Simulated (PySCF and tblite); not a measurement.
Values are calculated unless marked as measured or tabulated.
C₁₄H₁₁FOS₂, numbered as in [CH3:1][c:2]1[cH:3][cH:4][c:5](-[c:6]2[cH:7][cH:8][c:9](-[c:10]3[cH:11][c:12]([F:13])[c:14]([CH3:15])[s:16]3)[o:17]2)[s:18]1.

Geometries GFN2-xTB; weights from PBE0-D3(BJ)/6-31G* energies and GFN2-xTB thermal corrections, with symmetry numbers and mirror pairs. Conformers within 3 kcal/mol (GFN2-xTB free energy) were kept, 9 at most. GIAO shieldings: PBE0/6-31G*. Shifts are against TMS (¹H), TMS (¹³C), CFCl3 (¹⁹F) at the same level. Codes: tblite and PySCF.

Torsions listed: S18–C5–C6–O17, O17–C9–C10–S16.

```
conformer       shape  symmetry  E(GFN2) kcal/mol  E(DFT) kcal/mol
        1    180°, 0°        Cs              0.31             0.00
        2    0°, 180°        Cs              0.40             0.10
        3  180°, 180°        Cs              0.00             0.10
        4      0°, 0°        Cs              0.89             0.19
```

**Question.** How much do the weights at 298.15 K and the averaged shift of H11 depend on how the conformers are weighted?

**Answer.** 
```
                                                              weighting  1 (%)  2 (%)  3 (%)  4 (%)  δ (ppm)  rms dipole (D)
DFT energy with thermal terms, symmetry and mirror images (full scheme)     29     25     25     22     6.63            1.65
                             DFT energy with symmetry and mirror images     29     25     25     21     6.63            1.65
                                                        bare DFT energy     29     25     25     21     6.63            1.65
                        GFN2-xTB energy with symmetry and mirror images     25     22     43     10     6.66            1.56
                                                   GFN2-xTB free energy     25     22     43     10     6.66            1.56
                                                leading conformer alone    100      0      0      0     6.54            1.68
                                                          equal weights     25     25     25     25     6.63            1.66
                         full scheme, search stopped after three starts     54     46      0      0     6.64            1.72
```

The largest departure from the full scheme, 0.09 ppm, comes with: leading conformer alone.


Conformer gaps in 6-31G* on xTB geometries can be 2 kcal/mol off for S=O, P=O and other polar bonds.